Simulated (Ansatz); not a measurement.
The same path of CH8N2OZr (13 atoms, charge 0, multiplicity 1) was run twice with different band settings. Lost on the way: C3–H4. Made: O2–H4.

Theory: RKS BHLYP-D4/def2-SVP in Ansatz.

Relaxed end points:

```xyz
13
Properties=species:S:1:pos:R:3
Zr 0.152 0.145 -0.375
O 1.192 -0.557 -1.835
C 0.004 -1.482 1.173
H 0.997 -1.852 1.461
N -1.781 0.588 -0.861
N 1.026 1.741 0.542
H 1.591 -0.926 -2.612
H -0.491 -1.129 2.087
H -0.572 -2.343 0.810
H -2.296 1.428 -0.637
H -2.374 0.012 -1.444
H 1.875 2.227 0.292
H 0.676 2.150 1.399
```

```xyz
13
Properties=species:S:1:pos:R:3
Zr -0.090 0.274 0.121
O 1.308 -0.893 -1.292
C -0.211 -1.293 1.373
H 1.268 -1.725 -0.808
N -1.747 0.506 -1.079
N 0.957 1.884 0.847
H 1.173 -1.065 -2.223
H 0.379 -1.451 2.284
H -0.995 -2.058 1.280
H -2.040 1.307 -1.622
H -2.507 -0.163 -1.097
H 1.495 1.841 1.705
H 1.009 2.835 0.508
```

Common settings: spring 5.0 eV/Å²; optimiser quadratic models (default); start path through a guess of the saddle point; force threshold 0.05 eV/Å; iteration limit 60; end points relaxed.

| run | movable images | climbing image |
| --- | --- | --- |
| 1 | 5 | yes |
| 2 | 2 | no |

Problem. What does each run give, and how far can it be trusted?

Solution. Run 1: converged after 17 iterations, highest image 3.055 eV above the first end. Neighbouring images differ by up to 2.6 eV, so the band resolves the path poorly. A vibrational analysis at the climbing image gives one clearly imaginary mode, 1026i cm⁻¹: a first-order saddle point.
Run 2: converged after 23 iterations, highest image 3.074 eV above the first end. Neighbouring images differ by up to 3.0 eV, so the band resolves the path poorly. No image climbed, so the highest image needn't sit at the top of the path. So few images can step over the top or miss a turn of the path.
The orbitals stay closed-shell, which can raise the energy where a bond breaks towards radicals; this wasn't checked here.
